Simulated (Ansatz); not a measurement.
C3H7NSi, SMILES CC1=NC[SiH2]1.

The structure is a stationary point at B3LYP-D3(BJ)/def2-SVP. The structure was generated by enumeration, and PubChem lists no compound with its InChIKey, so it may never have been made.

Two levels are set side by side: PBE/def2-SVPD (Ansatz, a quantum-chemistry and plane-wave program) and CAM-B3LYP/def2-SVPD (Ansatz). Energy differences of separate SCF runs at the same geometry; the states with an electron removed or added have multiplicity 2 and 2. Differences are taken from unrounded values.

```csv
quantity,CAM-B3LYP,PBE,PBE minus CAM-B3LYP
vertical ionisation energy (eV),8.84,8.57,-0.27
vertical singlet–triplet gap (eV),3.63,3.50,-0.13
```
